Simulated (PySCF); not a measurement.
C3H9O3Si, SMILES CO[Si](OC)([O])C, multiplicity 2. Geometry optimised at B3LYP-D3(BJ)/def2-SVP. The isomer is the one that the SMILES or the coordinates give; other isomers of the formula were not compared. One conformer was computed; it need not be the lowest.

Computed equilibrium geometry at B3LYP-D3(BJ)/def2-SVP (PySCF confirms it by a frequency run) as Cartesian coordinates in Å, and its point group (one conformer of several):
point group Cs.
```xyz
16

C     -0.1360    -0.4971     2.6411
O     -0.4106    -0.8180     1.2954
Si     0.0652     0.0838     0.0000
C     -0.6274     1.8225     0.0000
O      1.7266     0.3677     0.0000
O     -0.4106    -0.8180    -1.2954
C     -0.1360    -0.4971    -2.6411
H     -0.3449    -1.3814     3.2625
H      0.9201    -0.2099     2.7900
H     -0.7741     0.3317     3.0001
H     -0.3170     2.3874    -0.8918
H     -0.3170     2.3874     0.8918
H     -1.7282     1.7470     0.0000
H     -0.3449    -1.3814    -3.2625
H     -0.7741     0.3317    -3.0001
H      0.9201    -0.2099    -2.7900
```
Charge 0, spin multiplicity 2.
